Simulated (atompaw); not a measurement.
**Before and after: PAW (atompaw) potential for chlorine (Cl)**

- Element: Cl (Z = 17)
- Generator: atompaw 4.2.0.5
- Type: PAW
- Functional: PBEsol
- Relativity: scalar-relativistic
- Frozen core: [Ne]
- Valence charge: 7
- Reference configuration: 3s2 3p4.5 (charge +0.5)
- Partial waves: 3s (bound): rc 1.55 bohr; 3s channel at 1.8 Ry: rc 1.15 bohr; 3p (bound): rc 1.55 bohr; 3p channel at 0.75 Ry: rc 1.55 bohr
- Local potential: ultrasoft scheme with l = 2 at 1 Ry, radius 1.05 bohr
- Core correction: smooth core density matched at 1.05 bohr
- Augmentation charge: sinc compensation charge, radius 1.50 bohr; PAW radius 1.55 bohr; waves and projectors: custom polynom2 7 10 vanderbiltortho

Change: augmentation sinc compensation charge, radius 1.50 bohr; PAW radius 1.55 bohr; waves and projectors: custom polynom vanderbiltortho.

Cutoffs: the cutoffs (Ry, on a coarse ladder) from which the occupation-weighted sum of valence levels, in a spherical-Bessel basis at the reference potential, stays within 10 and 1 mRy of its value at 400 Ry; they do not see the model core or the augmentation charge, which bear on the density cutoff.

**Question.** What does the change do?

**Answer.** The potential gets harder (18 Ry and 21 Ry → 18 Ry and 30 Ry); neither file shows a bound ghost.

```csv
quantity,base,changed
"cutoff, loose",18 Ry,18 Ry
"cutoff, tight",21 Ry,30 Ry
loose cutoff by channel (10 mRy a level),"s 8 Ry, p 15 Ry","s 18 Ry, p 15 Ry"
bound ghosts,none,none
s: phases at 1.55 bohr within 0.05 rad from the reference energy up to (Ry; the scan ends near 5),to the end of the scan,to the end of the scan
p: phases at 1.55 bohr within 0.05 rad from the reference energy up to (Ry; the scan ends near 5),to the end of the scan,to the end of the scan
lowest overlap eigenvalue by channel,"s 0.64, p 0.83","s 0.23, p 0.69"
```

 The cutoffs see the waves, projectors and local potential, not the compensation charge or the core.
